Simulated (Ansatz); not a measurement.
`N[SiH](O)Cl` and `N[SiH](O)CCl` differ in one atom or group.

Ansatz, PBE0-D4/def2-TZVP geometries, multiplicity 1. Each molecule was computed in one conformer, which needn't be the lowest.

| property | `N[SiH](O)Cl` |
| --- | --- |
| HOMO energy (ωB97M-V/def2-TZVPP) / eV | -10.37 |
| size of the dipole moment (PBE/def2-TZVPP) / D | 2.51 |
| HOMO energy (PBE/def2-TZVPP) / eV | -6.50 |
| LUMO energy (PBE0/def2-TZVPP) / eV | 0.73 |
| HOMO–LUMO gap (PBE0/def2-TZVPP) / eV | 8.71 |
| size of the dipole moment (B3LYP/def2-TZVPP) / D | 2.52 |

Task: What does the change do to each property? (Estimate.)

Result: Ansatz gave: 
```tsv
property	`N[SiH](O)CCl`	shift
HOMO energy (ωB97M-V/def2-TZVPP) / eV	-10.13	0.24
size of the dipole moment (PBE/def2-TZVPP) / D	0.98	-1.53
HOMO energy (PBE/def2-TZVPP) / eV	-6.24	0.26
LUMO energy (PBE0/def2-TZVPP) / eV	0.20	-0.53
HOMO–LUMO gap (PBE0/def2-TZVPP) / eV	7.93	-0.78
size of the dipole moment (B3LYP/def2-TZVPP) / D	0.97	-1.55
```

With PBE0 the HOMO rises by 0.25 eV and the LUMO falls by 0.53 eV, so the gap narrows by about 0.78 eV. PBE moves the HOMO by 0.26 eV and ωB97M-V by 0.24 eV. Dipoles are sizes alone; their direction can turn.

B3LYP here is the variant with VWN-RPA as its local correlation; programs differ in this.
